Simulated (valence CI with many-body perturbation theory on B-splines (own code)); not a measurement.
**Ir45+ in three bases**

Computed by relativistic CI+MBPT: four valence electrons over a frozen Dirac-Fock core [Ar] 3d10, radial functions for each j: 9 s, 9 p, 8 d, 6 f, 3 g, 1 h, with the one-electron correlation potential Σ1 (screened to all orders), the two-electron term Σ2, the three-electron term Σ3, Breit, model QED; selected single and double excitations, second order for the rest, scaled by the run's own slope (own B-spline code, finite nucleus).

The last digits are not significant, and no measured levels were compared; by estimate large intervals hold to a few tenths of a per cent, small ones and those within an open d or f shell to about a per cent.

The reference run has the lowest level (4s^2 4p1/2^2) J=0 and an ionisation energy of 2437.07 eV. Its largest variational space holds 20000 state functions.

Levels are named by their leading jj configuration (3d3/2^4 stands for four electrons in 3d with j = 3/2), which in mixed levels can hold well under half, so a name can repeat and another be missing. Letters in brackets count levels of one name in rising energy.

Changed runs:
A. basis 6 s, 6 p, 5 d, 3 f, 1 g
B. basis 5 s, 5 p, 4 d, 2 f

Excitation energies of the reference run in cm⁻¹, and shifts in cm⁻¹:

| Level | Reference | A | B |
| --- | --- | --- | --- |
| (4s^2 4p1/2 4p3/2) J=1 | 921241 | -129 | -475 |
| (4s^2 4p1/2 4p3/2) J=2 | 957921 | -13 | +8.7 |
| (4s 4p1/2^2 4p3/2) J=2 | 1759220 | -137 | -452 |
| (4s 4p1/2^2 4p3/2) J=1 | 1884610 | +7.3 | +157 |
| (4s^2 4p3/2^2) J=2 | 1907000 | -111 | -324 |
| (4s^2 4p3/2^2) J=0 | 1986150 | +15 | +202 |
| (4s^2 4p1/2 4d3/2) J=2 | 2241960 | +21 | +273 |
| (4s^2 4p1/2 4d3/2) J=1 | 2399290 | +304 | +1527 |
| (4s^2 4p1/2 4d5/2) J=2 | 2502340 | -77 | -128 |
| (4s^2 4p1/2 4d5/2) J=3 | 2519310 | +114 | +695 |
| (4s 4p1/2 4p3/2^2) J=2 [a] | 2678300 | -100 | -210 |
| (4s 4p1/2 4p3/2^2) J=3 | 2739020 | -47 | -11 |
| Ionisation energy (eV) | 2437.07 | -0.042 | -0.16 |
